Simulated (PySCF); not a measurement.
Estimate the missing entries of this data sheet.

Species: amminetrifluoroboron, BF3H3N.
Geometry (PBE0-D3(BJ)/def2-TZVP, Å), atoms numbered from 1 in this order:
```xyz
8
BF3H3N angstrom
N      0.7851   -0.2568   -0.1566
B     -0.7813    0.2540    0.1445
F     -1.5555   -0.5539   -0.6426
F     -0.7811    1.5695   -0.2315
F     -0.9455    0.0538    1.4879
H      0.9179   -1.2010    0.1924
H      1.4437    0.3604    0.3082
H      0.9722   -0.2451   -1.1542
```

```json
{"property": "rotational constants A, B, C", "level": "PBE0-D3(BJ)/def2-TZVP", "value": "4.904, 4.669, 4.667 GHz"}
{"property": "dipole moment", "level": "CAM-B3LYP/aug-cc-pVTZ", "value": "?"}
{"property": "HOMO energy", "level": "CAM-B3LYP/aug-cc-pVTZ", "value": "-11.89 eV"}
{"property": "LUMO energy", "level": "CAM-B3LYP/aug-cc-pVTZ", "value": "-0.52 eV"}
{"property": "lowest singlet excitation", "level": "TDDFT CAM-B3LYP/aug-cc-pVTZ", "value": "?"}
{"property": "lowest triplet excitation (Tamm–Dancoff)", "level": "TDA CAM-B3LYP/aug-cc-pVTZ", "value": "8.39 eV"}
{"property": "static isotropic polarisability", "level": "CAM-B3LYP/aug-cc-pVTZ", "value": "?"}
{"property": "electronic spatial extent ⟨r²⟩ about the centre of nuclear charge", "level": "CAM-B3LYP/aug-cc-pVTZ", "value": "?"}
{"property": "1H chemical shifts (computed TMS as zero) by class", "level": "GIAO PBE0/pcSseg-2", "value": "?"}
{"property": "isotropic shieldings of nuclei other than C and H, by class", "level": "GIAO PBE0/pcSseg-2", "value": "?"}
```

The electronic properties come from PySCF, for the isolated species, density fitting. Geometry: PBE0-D3(BJ)/def2-TZVP; no solvent, vibrations or thermal averaging.

The static isotropic polarisability?

27.8 au.

Give the 1H chemical shifts (computed TMS as zero) by class.

2.63 (H6/H7/H8) ppm.

The electronic spatial extent ⟨r²⟩ about the centre of nuclear charge?

356 bohr².

Give the lowest singlet excitation.

8.64 eV (144 nm, f = 0.089).

What are the isotropic shieldings of nuclei other than C and H, by class?

101 (B2), 214 (N1), 335 (F3/F4/F5) ppm.

Give the dipole moment.

6.13 D.

No computed singlet falls in the visible range (750 to 380 nm, 1.65 to 3.26 eV); S1 lies 5.38 eV above its blue end. The vertical singlet–triplet gap S1 − T1 is 0.25 eV (TDDFT singlet less Tamm–Dancoff triplet; S1: HOMO−1→LUMO, weight 0.91; T1: HOMO−1→LUMO, weight 0.87). The largest Löwdin shares of the HOMO are 0.30 on F3, 0.30 on F4, 0.29 on F5 and 0.11 on B2. The largest Löwdin shares of the LUMO are 0.27 on H8, 0.27 on H6, 0.27 on H7 and 0.10 on N1. The rotational constants are those of a nearly prolate symmetric top. With B = h/(8π²I), that is 505.379 GHz u Å² over I, the principal moments of inertia are 103.0, 108.2 and 108.3 u Å² (most abundant isotopes).

For the NMR shielding job (PBE0/pcSseg-2), time: 16 s of wall time; peak memory 1.1 GiB. Hardware: one thread of an Arm Neoverse V1, shared host with 32 logical CPUs at a one-minute load of 17.
